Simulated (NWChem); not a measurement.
System: C$_{3}$H$_{6}$Se; SMILES C1CC[Se]1

NWChem input:

```
start job
memory heap 200 mb stack 900 mb global 1100 mb
geometry units angstroms noautoz
  C     -0.170187     1.731219     0.000000
  C      0.129658     0.783784     1.168302
  Se    -0.080554    -0.798094     0.000000
  C      0.129658     0.783784    -1.168302
  H      0.409058     2.669592     0.000000
  H     -1.238265     1.995838     0.000000
  H     -0.564136     0.818317     2.019201
  H      1.163972     0.846686     1.536127
  H      1.163972     0.846686    -1.536127
  H     -0.564136     0.818317    -2.019201
end
basis spherical
  * library def2-svp
end
dft
  xc pw6b95
  iterations 150
  mulliken
end
task dft energy
```

Parts of the log:

```
             Northwest Computational Chemistry Package (NWChem) 7.3.0
             --------------------------------------------------------

 CS  symmetry detected

                             Geometry "geometry" -> ""
                             -------------------------

 Output coordinates in angstroms (scale by  1.889725989 to convert to a.u.)

  No.       Tag          Charge          X              Y              Z
 ---- ---------------- ---------- -------------- -------------- --------------
    1 C                    6.0000    -0.18705609    -1.71536542     0.00000000
    2 C                    6.0000     0.13940650    -0.77676951     1.16830200
    3 Se                  34.0000    -0.02608051     0.81041074     0.00000000
    4 C                    6.0000     0.13940650    -0.77676951    -1.16830200
    5 H                    1.0000     0.36547692    -2.66971123     0.00000000
    6 H                    1.0000    -1.26217637    -1.94973742     0.00000000
    7 H                    1.0000    -0.55508571    -0.79170960     2.01920100
    8 H                    1.0000     1.17153344    -0.86883524     1.53612700
    9 H                    1.0000     1.17153344    -0.86883524    -1.53612700
   10 H                    1.0000    -0.55508571    -0.79170960    -2.01920100

 Effective nuclear repulsion energy (a.u.)     259.5049067971

      Symmetry information
      --------------------

 Group name             Cs
 Group number              2
 Group order               2
 No. of unique centers     7

                                 NWChem DFT Module
                                 -----------------

 Summary of "ao basis" -> "ao basis" (spherical)
 ------------------------------------------------------------------------------
       Tag                 Description            Shells   Functions and Types
 ---------------- ------------------------------  ------  ---------------------
 C                          def2-svp                 6       14   3s2p1d
 Se                         def2-svp                12       32   5s4p3d
 H                          def2-svp                 3        5   2s1p

      Symmetry analysis of basis
      --------------------------

        a'         64
        a"         40

            General Information
            -------------------
          SCF calculation type: DFT
          Wavefunction type:  closed shell.
          No. of atoms     :    10
          No. of electrons :    58
           Alpha electrons :    29
            Beta electrons :    29
          Charge           :     0
          Spin multiplicity:     1
          Use of symmetry is: on ; symmetry adaption is: on
          Maximum number of iterations: 150
          AO basis - number of functions:   104
                     number of shells:    48
          Convergence on energy requested:  1.00D-06
          Convergence on density requested:  1.00D-05
          Convergence on gradient requested:  5.00D-04

              XC Information
              --------------
                       PW6B95 Method XC Functional
                     Hartree-Fock (Exact) Exchange  0.280
                    PW6B95 GGA Exchange Functional  0.720
                      PW6B95 Correlation Potential  1.000

             Grid Information
             ----------------
          Grid used for XC integration:  medium
          Radial quadrature: Mura-Knowles
          Angular quadrature: Lebedev.
          Tag              B.-S. Rad. Rad. Pts. Rad. Cut. Ang. Pts.
          ---              ---------- --------- --------- ---------
          C                   0.70       49          10.0       434
          Se                  1.15      112          10.0       590
          H                   0.35       45          11.0       434
          Grid pruning is: on
          Number of quadrature shells:   390
          Spatial weights used:  Erf1

      Superposition of Atomic Density Guess
      -------------------------------------

 Sum of atomic energies:       -2515.38189088

      Non-variational initial energy
      ------------------------------

 Total energy =   -2517.799707
 1-e energy   =   -4013.879489
 2-e energy   =    1236.574876
 HOMO         =      -0.242945
 LUMO         =      -0.003594

      Symmetry analysis of molecular orbitals - initial
      -------------------------------------------------

  Numbering of irreducible representations:

     1 a'          2 a"

  Orbital symmetries:

     1 a'          2 a'          3 a'          4 a"          5 a'
     6 a'          7 a'          8 a"          9 a'         10 a'
    11 a"         12 a'         13 a"         14 a'         15 a'
    16 a'         17 a"         18 a'         19 a"         20 a'
    21 a'         22 a'         23 a'         24 a"         25 a"
    26 a'         27 a"         28 a'         29 a'         30 a"
    31 a'         32 a'         33 a'         34 a'         35 a"
    36 a"         37 a'         38 a"         39 a'

     ---------------------------------------------
      Total Density - Mulliken Population Analysis
     ---------------------------------------------

    Atom       Charge   Shell Charges
 -----------   ------   -------------------------------------------------------
    1 C    6     6.18   1.99  0.96  0.21  2.00  0.98  0.04
    2 C    6     6.14   1.99  0.95  0.27  1.88  1.01  0.03
    3 Se  34    34.17   2.00  2.00  2.00  1.34  0.57  6.00  5.98  1.90  2.31  8.20  1.75  0.12
    4 C    6     6.14   1.99  0.95  0.27  1.88  1.01  0.03
    5 H    1     0.91   0.68  0.20  0.02
    6 H    1     0.90   0.68  0.20  0.02
    7 H    1     0.89   0.68  0.19  0.02
    8 H    1     0.90   0.68  0.19  0.02
    9 H    1     0.90   0.68  0.19  0.02
   10 H    1     0.89   0.68  0.19  0.02

   convergence    iter        energy       DeltaE   RMS-Dens  Diis-err
 ---------------- ----- ----------------- --------- --------- ---------
 d= 0,ls=0.0,diis     1  -2520.2792030998 -2.78D+03  6.65D-03  2.57D-01
 d= 0,ls=0.0,diis     2  -2520.2945112035 -1.53D-02  4.10D-03  1.56D-01
 d= 0,ls=0.0,diis     3  -2520.3096187122 -1.51D-02  1.53D-03  3.66D-02
 d= 0,ls=0.0,diis     4  -2520.3146469031 -5.03D-03  2.37D-04  3.20D-04
 d= 0,ls=0.0,diis     5  -2520.3146917299 -4.48D-05  5.18D-05  4.29D-05
  Resetting Diis
 d= 0,ls=0.0,diis     6  -2520.3146965472 -4.82D-06  7.77D-06  9.06D-07
 d= 0,ls=0.0,diis     7  -2520.3146966207 -7.36D-08  5.64D-06  9.40D-08

         Total DFT energy =    -2520.314696620730
      One electron energy =    -4018.220584980253
           Coulomb energy =     1345.349704979590
    Exchange-Corr. energy =     -106.948723417147
 Nuclear repulsion energy =      259.504906797079

 Numeric. integr. density =       58.000000014300

                  Occupations of the irreducible representations
                  ----------------------------------------------

                     irrep           alpha         beta
                     --------     --------     --------
                     a'               20.0         20.0
                     a"                9.0          9.0

                       DFT Final Molecular Orbital Analysis
                       ------------------------------------

 Vector   27  Occ=2.000000D+00  E=-3.365726D-01  Symmetry=a"
              MO Center=  2.3D-02, -3.0D-01,  5.5D-16, r^2= 2.8D+00
   Bfn.  Coefficient  Atom+Function         Bfn.  Coefficient  Atom+Function
  ----- ------------  ---------------      ----- ------------  ---------------
    42      0.331857   3 Se pz               20     -0.287169   2 C  pz
    66     -0.287169   4 C  pz               45      0.255346   3 Se pz
    39     -0.208118   3 Se pz               85     -0.172678   7 H  s
   100      0.172678  10 H  s                23     -0.164563   2 C  pz
    69     -0.164563   4 C  pz               17      0.147225   2 C  s

 Vector   28  Occ=2.000000D+00  E=-2.979392D-01  Symmetry=a'
              MO Center=  2.1D-02, -5.4D-02, -3.5D-15, r^2= 3.3D+00
   Bfn.  Coefficient  Atom+Function         Bfn.  Coefficient  Atom+Function
  ----- ------------  ---------------      ----- ------------  ---------------
    41      0.380800   3 Se py               44      0.335195   3 Se py
    19     -0.266491   2 C  py               65     -0.266491   4 C  py
    38     -0.238829   3 Se py                5      0.234249   1 C  py
    33      0.205549   3 Se s                75     -0.195625   5 H  s
     3      0.181548   1 C  s                32      0.163986   3 Se s

 Vector   29  Occ=2.000000D+00  E=-2.203542D-01  Symmetry=a'
              MO Center=  5.9D-03,  6.4D-01, -1.2D-15, r^2= 2.2D+00
   Bfn.  Coefficient  Atom+Function         Bfn.  Coefficient  Atom+Function
  ----- ------------  ---------------      ----- ------------  ---------------
    43      0.613983   3 Se px               40      0.497353   3 Se px
    37     -0.314843   3 Se px               90     -0.119434   8 H  s
    95     -0.119434   9 H  s                44      0.116723   3 Se py
    34      0.101972   3 Se px               91     -0.098934   8 H  s
    96     -0.098934   9 H  s                18     -0.088332   2 C  px

 Vector   30  Occ=0.000000D+00  E=-2.238305D-03  Symmetry=a"
              MO Center=  5.2D-03,  3.2D-01, -3.4D-14, r^2= 3.5D+00
   Bfn.  Coefficient  Atom+Function         Bfn.  Coefficient  Atom+Function
  ----- ------------  ---------------      ----- ------------  ---------------
    17      0.957400   2 C  s                63     -0.957400   4 C  s
    45     -0.887985   3 Se pz               42     -0.320574   3 Se pz
     9     -0.310408   1 C  pz               22      0.258898   2 C  py
    68     -0.258898   4 C  py               23     -0.243263   2 C  pz
    69     -0.243263   4 C  pz               86     -0.242903   7 H  s

 Vector   31  Occ=0.000000D+00  E= 5.775716D-02  Symmetry=a'
              MO Center=  1.0D-01, -8.3D-01,  2.5D-14, r^2= 5.7D+00
   Bfn.  Coefficient  Atom+Function         Bfn.  Coefficient  Atom+Function
  ----- ------------  ---------------      ----- ------------  ---------------
     3      1.500101   1 C  s                17      0.846942   2 C  s
    63      0.846942   4 C  s                44      0.731223   3 Se py
    33     -0.674568   3 Se s                81     -0.657189   6 H  s
    76     -0.643978   5 H  s                91     -0.573047   8 H  s
    96     -0.573047   9 H  s                22      0.529404   2 C  py

 Vector   32  Occ=0.000000D+00  E= 7.943110D-02  Symmetry=a'
              MO Center= -2.1D-01, -6.5D-01, -7.6D-14, r^2= 5.5D+00
   Bfn.  Coefficient  Atom+Function         Bfn.  Coefficient  Atom+Function
  ----- ------------  ---------------      ----- ------------  ---------------
    17      0.841815   2 C  s                63      0.841815   4 C  s
    86     -0.708146   7 H  s               101     -0.708146  10 H  s
    81     -0.678288   6 H  s                44     -0.618673   3 Se py
    32      0.514054   3 Se s                22     -0.462843   2 C  py
    68     -0.462843   4 C  py                8     -0.441824   1 C  py

     ---------------------------------------------
      Total Density - Mulliken Population Analysis
     ---------------------------------------------

    Atom       Charge   Shell Charges
 -----------   ------   -------------------------------------------------------
    1 C    6     6.01   1.99  0.91  0.15  2.11  0.82  0.04
    2 C    6     6.11   1.99  0.92  0.23  2.06  0.88  0.03
    3 Se  34    34.07   2.00  2.00  1.99  1.42  0.53  6.00  5.98  1.97  2.09  8.17  1.76  0.16
    4 C    6     6.11   1.99  0.92  0.23  2.06  0.88  0.03
    5 H    1     0.97   0.75  0.20  0.02
    6 H    1     0.96   0.75  0.19  0.02
    7 H    1     0.94   0.74  0.18  0.02
    8 H    1     0.94   0.75  0.17  0.02
    9 H    1     0.94   0.75  0.17  0.02
   10 H    1     0.94   0.74  0.18  0.02

     -------------------------------------------
      Total Density - Lowdin Population Analysis
     -------------------------------------------

    Atom       Charge   Shell Charges
 -----------   ------   -------------------------------------------------------
    1 C    6     6.05   1.96  0.59  0.30  1.92  1.19  0.09
    2 C    6     6.11   1.97  0.61  0.33  1.86  1.27  0.08
    3 Se  34    33.87   2.00  2.00  1.96  1.08  0.65  5.99  5.80  2.08  2.18  7.84  2.03  0.27
    4 C    6     6.11   1.97  0.61  0.33  1.86  1.27  0.08
    5 H    1     0.98   0.65  0.27  0.07
    6 H    1     0.97   0.65  0.26  0.07
    7 H    1     0.98   0.65  0.26  0.07
    8 H    1     0.98   0.65  0.26  0.07
    9 H    1     0.98   0.65  0.26  0.07
   10 H    1     0.98   0.65  0.26  0.07

     Multipole analysis of the density
     ---------------------------------

     L   x y z        total         alpha         beta         nuclear
     -   - - -        -----         -----         ----         -------
     0   0 0 0     -0.000000    -29.000000    -29.000000     58.000000

     1   1 0 0      0.054507      0.027253      0.027253      0.000000
     1   0 1 0     -0.632997     -0.316498     -0.316498      0.000000
     1   0 0 1      0.000000      0.000000      0.000000      0.000000

     2   2 0 0    -28.610905    -24.222585    -24.222585     19.834265
     2   1 1 0     -0.179312     -0.510228     -0.510228      0.841143
     2   1 0 1      0.000000      0.000000      0.000000      0.000000
     2   0 2 0    -27.977872   -122.759167   -122.759167    217.540461
     2   0 1 1     -0.000000     -0.000000     -0.000000      0.000000
     2   0 0 2    -26.157304    -65.310596    -65.310596    104.463889
```

Level: PW6B95/def2-SVP. All runs use the structure optimised with PBE0/def2-SVP.
